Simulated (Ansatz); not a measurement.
Input file for CH3ClF2SeZr, SMILES `C[Se][Zr]([F])([F])[Cl]`:

```yaml
crystal:
  periodic: [false, false, false]
  atoms:
    - {symbol: C, position_ang: [-0.059997, -1.176267, 1.061952]}
    - {symbol: Se, position_ang: [1.569392, -0.106840, 0.746637]}
    - {symbol: Zr, position_ang: [0.230547, 1.101861, -1.032752]}
    - {symbol: F, position_ang: [-0.454545, -0.194070, -2.231996]}
    - {symbol: F, position_ang: [1.364765, 2.322412, -1.914623]}
    - {symbol: Cl, position_ang: [-1.573711, 2.197382, -0.010016]}
    - {symbol: H, position_ang: [-0.401571, -0.976319, 2.074414]}
    - {symbol: H, position_ang: [-0.876269, -0.944179, 0.370562]}
    - {symbol: H, position_ang: [0.201399, -2.223992, 0.935812]}
basis:
  gaussian: {orbitals: def2-SVP}
correlation: {method: ccsd_t}
```

```sh
$ ansatz run in.yaml --threads 2 --pin off --events-out ev --progress --plain --max-ram 22528MiB --backend cuda --devices 0, --max-vram 18GiB
```

The program prints (abridged):

```
Functional definition: HF
1350 factors; integrals over basis functions are off by at most 1.3e-3 eV
mean field evaluation 1: about -85548.2827 eV, gradient 4.8e1 eV
mean field evaluation 2: about -85548.3712 eV, gradient 4.8e1 eV
mean field evaluation 4: about -85553.2446 eV, gradient 2.7e0 eV
mean field evaluation 8: about -85553.2987 eV, gradient 2.4e-1 eV
mean field -85553.29912224 eV, -3144.0257526334 hartree, gradient 1.7e-6 eV, S^2 0.000000; 0 other end points of the search recorded, 0 dependent functions left out
17 core orbitals not correlated: weight in the atoms' cores, before any rotation towards them, 1.000 or more for the frozen orbitals, at most 0.000 for the correlated occupied ones
reference -85553.29912224 eV, -3144.0257526334 hartree; 28, 28 occupied and 93, 93 virtual orbitals, 1350 factors
second order -30.85386288 eV of doubles, -0.00000000 eV of singles
cycle   1  -30.42596165 eV  change    4.3e-1 eV  update   1.8e-1
cycle   2  -31.21575639 eV  change   -7.9e-1 eV  update   7.4e-2
cycle   3  -31.44871224 eV  change   -2.3e-1 eV  update   3.3e-2
cycle   4  -31.44114699 eV  change    7.6e-3 eV  update   8.6e-3
cycle   5  -31.43029754 eV  change    1.1e-2 eV  update   3.2e-3
cycle   6  -31.43083418 eV  change   -5.4e-4 eV  update   1.3e-3
cycle   7  -31.43087974 eV  change   -4.6e-5 eV  update   5.2e-4
cycle   8  -31.43065865 eV  change    2.2e-4 eV  update   2.3e-4
cycle   9  -31.43078205 eV  change   -1.2e-4 eV  update   8.1e-5
cycle  10  -31.43083948 eV  change   -5.7e-5 eV  update   3.5e-5
perturbative correction -0.93140183 eV, -0.0342283859 hartree
Total energy: -85585.66136355 eV, -3145.2150430655 hartree
```

Run time 2.7 s (2 threads of an AMD EPYC 7R13 on a shared host and a share of an NVIDIA H100 80 GB); peak host memory 0.84 GiB.

MP2 recovers 95.3 % of the CCSD(T) correlation energy and the triples give 2.9 %; T1 = 0.0158.
